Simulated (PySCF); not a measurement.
SMILES BrCC1=COC=CO1, C₅H₅BrO₂

Molfile (atoms numbered from 1):
```
C5H5BrO2
     RDKit          3D

 13 13  0  0  0  0  0  0  0  0999 V2000
   -2.5825    1.0752    1.5467 Br  0  0  0  0  0  0  0  0  0  0  0  0
   -1.9845    0.3287   -0.1864 C   0  0  0  0  0  0  0  0  0  0  0  0
   -0.5422    0.0008   -0.1593 C   0  0  0  0  0  0  0  0  0  0  0  0
   -0.0484   -1.1784    0.2032 C   0  0  0  0  0  0  0  0  0  0  0  0
    1.2944   -1.4780    0.2513 O   0  0  0  0  0  0  0  0  0  0  0  0
    2.0884   -0.3545    0.0645 C   0  0  0  0  0  0  0  0  0  0  0  0
    1.6113    0.8265   -0.2838 C   0  0  0  0  0  0  0  0  0  0  0  0
    0.2697    1.0784   -0.5165 O   0  0  0  0  0  0  0  0  0  0  0  0
   -2.6015   -0.5496   -0.3547 H   0  0  0  0  0  0  0  0  0  0  0  0
   -2.1887    1.1071   -0.9186 H   0  0  0  0  0  0  0  0  0  0  0  0
   -0.6661   -2.0095    0.4987 H   0  0  0  0  0  0  0  0  0  0  0  0
    3.1282   -0.5510    0.2527 H   0  0  0  0  0  0  0  0  0  0  0  0
    2.2174    1.7048   -0.4153 H   0  0  0  0  0  0  0  0  0  0  0  0
  1  2  1  0
  2  3  1  0
  3  4  2  0
  4  5  1  0
  5  6  1  0
  6  7  2  0
  7  8  1  0
  8  3  1  0
  2  9  1  0
  2 10  1  0
  4 11  1  0
  6 12  1  0
  7 13  1  0
M  END
```

Level of theory: GIAO KT3/pcSseg-1 magnetisability, rotational g tensor and spin-rotation constants, non-relativistic, gas phase (PySCF 2.14.0). Geometry: GFN2-xTB.

The calculation is non-relativistic, which matters for the atoms heavier than Zn.

Question: Give the nuclear spin-rotation constants along the inertial axes (H = +C I·J) beside the isotropic shieldings.

Answer: Rotational constants 3.7327, 0.6778, 0.6385 GHz. A star marks the isotopologue with that one atom substituted, in its own axes.
| atom | isotope | Caa (kHz) | Cbb (kHz) | Ccc (kHz) | mean (kHz) | σ (ppm) |
| --- | --- | --- | --- | --- | --- | --- |
| Br1 | 79Br | 4.181 | 1.918 | 0.709 | 2.269 | 2023.6 |
| H9 | 1H | -0.358 | 0.008 | -0.050 | -0.133 | 28.0 |
| H10 | 1H | -0.358 | 0.001 | -0.042 | -0.133 | 28.0 |
| H11 | 1H | -0.328 | 0.054 | -0.078 | -0.117 | 26.1 |
| H12 | 1H | 0.163 | -0.074 | -0.044 | 0.015 | 26.4 |
| H13 | 1H | -0.359 | 0.052 | -0.071 | -0.126 | 26.2 |
| C2 | 13C* | 0.633 | 0.144 | 0.104 | 0.293 | 142.3 |
| C3 | 13C* | 1.407 | 0.235 | 0.163 | 0.602 | 47.5 |
| C4 | 13C* | 1.250 | 0.248 | 0.150 | 0.549 | 56.4 |
| O5 | 17O* | -0.708 | -0.142 | -0.043 | -0.298 | 206.0 |
| C6 | 13C* | 1.370 | 0.195 | 0.167 | 0.577 | 60.2 |
| C7 | 13C* | 1.116 | 0.252 | 0.166 | 0.511 | 56.8 |
| O8 | 17O* | -0.608 | -0.139 | -0.066 | -0.271 | 205.2 |

For the geometry as given, no vibrational averaging.

Question: How do the rotational constants and the g tensor change when H9, H10, H11, H12, H13 are replaced by deuterium?

Answer: Constants 3.2689, 0.6481, 0.6094 GHz; g -0.0395, -0.0095, -0.0117, against -0.0450, -0.0098, -0.0122 before.
